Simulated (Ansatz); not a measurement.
The cluster Ti3Cl3, relaxed as a doublet with UKS PBE-D4/def2-SVP in Ansatz, starting from the GFN1-xTB geometry. Force threshold 0.02 eV/Å.

The charge 0 doublet is spin-contaminated (final ⟨S²⟩ up to 2.59, 0.75 for a pure state). The relaxation made no stability test and no search for a lower SCF solution. No other spin state of charge 0 was run. The structure comes from a short search, and lower isomers may exist.

Start:

```xyz
6

Ti    0.358    1.107    1.919
Ti   -1.337   -1.393   -1.771
Ti    0.332   -0.388   -0.154
Cl   -3.552   -1.315   -1.852
Cl    1.698    2.747    2.535
Cl    2.502   -0.758   -0.676
```

```json
{"step": "1", "energy (eV)": "-106860.2151", "largest force component (eV/Å)": "1.180", "SCF passes": "225"}
{"step": "2", "energy (eV)": "-106860.5580", "largest force component (eV/Å)": "0.424", "SCF passes": "78"}
{"step": "3", "energy (eV)": "-106860.7940", "largest force component (eV/Å)": "0.595", "SCF passes": "59"}
{"step": "4", "energy (eV)": "-106861.0602", "largest force component (eV/Å)": "0.862", "SCF passes": "46"}
{"step": "5", "energy (eV)": "-106861.4302", "largest force component (eV/Å)": "1.073", "SCF passes": "50"}
{"step": "6", "energy (eV)": "-106861.7040", "largest force component (eV/Å)": "0.573", "SCF passes": "62"}
{"step": "7", "energy (eV)": "-106861.7548", "largest force component (eV/Å)": "0.220", "SCF passes": "71"}
{"step": "8", "energy (eV)": "-106861.7616", "largest force component (eV/Å)": "0.067", "SCF passes": "59"}
{"step": "9", "energy (eV)": "-106861.7705", "largest force component (eV/Å)": "0.152", "SCF passes": "50"}
{"step": "10", "energy (eV)": "-106861.7827", "largest force component (eV/Å)": "0.385", "SCF passes": "49"}
{"step": "11", "energy (eV)": "-106861.8022", "largest force component (eV/Å)": "0.265", "SCF passes": "38"}
{"step": "12", "energy (eV)": "-106861.8588", "largest force component (eV/Å)": "0.222", "SCF passes": "52"}
{"step": "13", "energy (eV)": "-106861.9086", "largest force component (eV/Å)": "0.206", "SCF passes": "45"}
{"step": "14", "energy (eV)": "-106861.9354", "largest force component (eV/Å)": "0.274", "SCF passes": "61"}
{"step": "15", "energy (eV)": "-106861.9625", "largest force component (eV/Å)": "0.320", "SCF passes": "46"}
{"step": "16", "energy (eV)": "-106862.0057", "largest force component (eV/Å)": "0.248", "SCF passes": "47"}
{"step": "17", "energy (eV)": "-106862.0299", "largest force component (eV/Å)": "0.099", "SCF passes": "56"}
{"step": "18", "energy (eV)": "-106862.0702", "largest force component (eV/Å)": "0.197", "SCF passes": "73"}
{"step": "19", "energy (eV)": "-106862.1357", "largest force component (eV/Å)": "0.330", "SCF passes": "79"}
{"step": "20", "energy (eV)": "-106862.2555", "largest force component (eV/Å)": "0.670", "SCF passes": "93"}
{"step": "21", "energy (eV)": "-106862.3483", "largest force component (eV/Å)": "0.159", "SCF passes": "52"}
{"step": "22", "energy (eV)": "-106862.3810", "largest force component (eV/Å)": "0.090", "SCF passes": "45"}
{"step": "23", "energy (eV)": "-106862.3873", "largest force component (eV/Å)": "0.132", "SCF passes": "50"}
{"step": "24", "energy (eV)": "-106862.3909", "largest force component (eV/Å)": "0.058", "SCF passes": "39"}
{"step": "25", "energy (eV)": "-106862.3920", "largest force component (eV/Å)": "0.016", "SCF passes": "40"}
{"step": "26", "energy (eV)": "-106862.3923", "largest force component (eV/Å)": "0.015", "SCF passes": "39"}
```

Force components are those of the run's own axes.

End:

```xyz
6

Ti   -0.1546    0.4992    2.2758
Ti   -0.0681   -0.4703   -1.9123
Ti   -0.1957    0.1565    0.1719
Cl   -2.2077   -0.8261   -0.9360
Cl    1.0451    2.1391    0.9644
Cl    1.5810   -1.4985   -0.5638
```

Bonds formed: Ti2–Cl6, Ti3–Cl4, Ti3–Cl5 (atoms count from 1). The end is the same structure that another start reached.

The force fell under the threshold at step 25, but the optimiser went on. No frequencies were taken in this run, so the end may be a saddle point.

Hardware: 4 threads of Arm Neoverse V1 on a shared host. Wall time 3.7 min.
